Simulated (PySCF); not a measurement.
Ge(H)2(Me)(Vi), C3H8Ge, SMILES C=[CH][GeH2][CH3] at its CAM-B3LYP/def2-SVP optimised geometry (Å):

```
12

Ge     0.1130    -1.3447     0.0000
C     -0.5592    -2.3025    -1.5625
C     -0.5293     0.4906     0.0000
C     -1.3114     1.0059    -0.9484
H     -0.3496    -2.0457     1.2924
H      1.6544    -1.3447     0.0000
H     -0.2119    -1.8257    -2.4901
H     -0.2009    -3.3415    -1.5542
H     -1.6583    -2.3169    -1.5664
H     -0.2278     1.1384     0.8322
H     -1.6508     0.4174    -1.8075
H     -1.6544     2.0457    -0.9160
```

Computed with CAM-B3LYP/def2-TZVP in PySCF. Cells within 0.4 Å of a nucleus heavier than hydrogen are left out (blank, or x).

Map of the deformation density (molecule minus spherical neutral atoms) (e/bohr³) on the plane z = 0.0 Å:

```
|2222222222222222222222222222222|
|2222222222222222222222222222222|
|2222222222222222222222222222222|
|2222222222222222222222222222222|
|2222222222222222222222222222222|
|2222222221112222222222222222222|
|2222222111111112222222222222222|
|2222222111111111222222222222222|
|2222221111111111122222222222222|
|2222221111110111112222222222222|
|2222221111100111111222222222222|
|2222221111111221111122222222222|
|2222222112345631111122222222222|
|222222222235xxx0011112222222222|
|2222222222234xx3111112222222222|
|2222222222222796321111222222222|
|2222222211123686321112222222222|
|2222222211112454212222122222222|
|2222222211111210013542112222222|
|222222221111010xx05895111222222|
|222222221111010xx05895111222222|
|2222222211111110123542112222222|
|2222222211111111112222122222222|
|2222222211111111111122222222222|
|2222222221111111111112222222222|
|2222222221111111111112222222222|
|2222222222111111111122222222222|
|2222222222221111111222222222222|
|2222222222222222222222222222222|
|2222222222222222222222222222222|
|2222222222222222222222222222222|
```
Scale: ten equal steps from -0.017 (start of '0') to 0.063 (end of '9'), in the order '0123456789'; x runs from -4.50 to 4.50, y from -4.50 (bottom) to 4.50 (top).
